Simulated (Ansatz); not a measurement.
Ansatz results at the PBE0-D4/def2-TZVP geometry: LUMO energy (B3LYP/def2-TZVPP) -1.44 eV; HOMO energy (ωB97M-V/def2-TZVPP) -9.00 eV; size of the dipole moment (ωB97M-V/def2-TZVPP) 9.60 D.

Each molecule was computed in one conformer, which needn't be the lowest.

Which molecule gave them?
A. `[NH3+][Ag-][Cl]`
B. `[Br][Ag-][n+]1ccccc1`
C. `[OH2+][Ag-][Br]`
D. `[NH3+][Ag-][SH]`

A. The others give `[OH2+][Ag-][Br]`: -2.04, -8.80, 9.03; `[Br][Ag-][n+]1ccccc1`: -2.43, -8.51, 11.50; `[NH3+][Ag-][SH]`: -1.23, -7.64, 8.79.

B3LYP here is the variant with VWN-RPA as its local correlation; programs differ in this.
